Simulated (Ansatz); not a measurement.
Consider the hydrogenolysis of the Al–C bond: `[CH3][Al]([CH3])[TeH]` + H₂ → `[CH3][AlH][TeH]` + CH₄.

Calculated with Ansatz (gas phase, PBE0-D4/def2-TZVP geometries, no zero-point term in ΔE). CCSD(T)/CBS adds triple-zeta CCSD(T) − MP2 to the extrapolated MP2 energy (def2 sets, frozen cores). This one scheme is used for every species. DFT in def2-TZVPP. B3LYP here is the variant with VWN-RPA as its local correlation; programs differ in this. def2 core potentials past Kr. For Te outer-core shells are correlated without core-valence functions, which leaves a few kJ/mol of doubt a bond.

(1) Is it downhill or uphill in electronic energy at CCSD(T)/CBS, and by how much? (Estimate.)

(2) What do these levels give: LDA (SPW92), revPBE-D4, B3LYP-D4, LC-ωPBE, CCSD/def2-SVP, CCSD(T)/def2-TZVPP? (Best estimate.)

Largest T1 diagnostic among the species: 0.010.

## Answers

(1) Ansatz gave: Downhill: ΔE = -4.9 kcal/mol.

(2) Ansatz gave: LDA (SPW92) -4.9, revPBE-D4 -4.2, B3LYP-D4 -5.9, LC-ωPBE -6.6, CCSD/def2-SVP -9.6, CCSD(T)/def2-TZVPP -5.7 kcal/mol.

From PBE to PBE0 (25 % exact exchange), in def2-TZVPP and without D4, ΔE moves by −0.7 kcal/mol. At CCSD(T), def2-SVP lies −4.0 kcal/mol from the extrapolated value and def2-TZVPP −0.8 kcal/mol.
